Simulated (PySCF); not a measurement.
C4H5, SMILES [CH2]C#CC, multiplicity 2. Atoms are numbered in the order given.

```xyz
9

C      1.9080     0.1143     0.5207
C      0.5003     0.0296     0.1317
C     -0.6851    -0.0411    -0.1878
C     -2.0150    -0.1205    -0.5477
H      2.4505    -0.8030     0.2421
H      2.0061     0.2457     1.6112
H      2.4021     0.9692     0.0325
H     -2.5736     0.7777    -0.8259
H     -2.5341    -1.0831    -0.5614
```
Charge 0, spin multiplicity 2.

Geometry: ωB97X-D3(BJ)/def2-SVP.

Calculation: PBE/def2-TZVPD in PySCF.

Computed frontier levels, dipole moment and polarisability:
```
Quantity                                                                                                         Value
---------------------------------------------------------------------------------------------  -----------------------
α spin, highest occupied and lowest empty level                                                     -4.61 and -0.29 eV
β spin, highest occupied and lowest empty level                                                     -6.18 and -3.16 eV
dipole moment                                                                                                   1.04 D
quadrupole, principal values (traceless, Buckingham form, about the centre of nuclear charge)   -4.37, -1.65, 6.02 D·Å
mean static polarisability                                                                        56.3 bohr³ (8.34 Å³)
polarisability, principal values                                                                38.0, 39.2, 91.6 bohr³
⟨S²⟩                                                                                           0.761 (pure state 0.75)
```
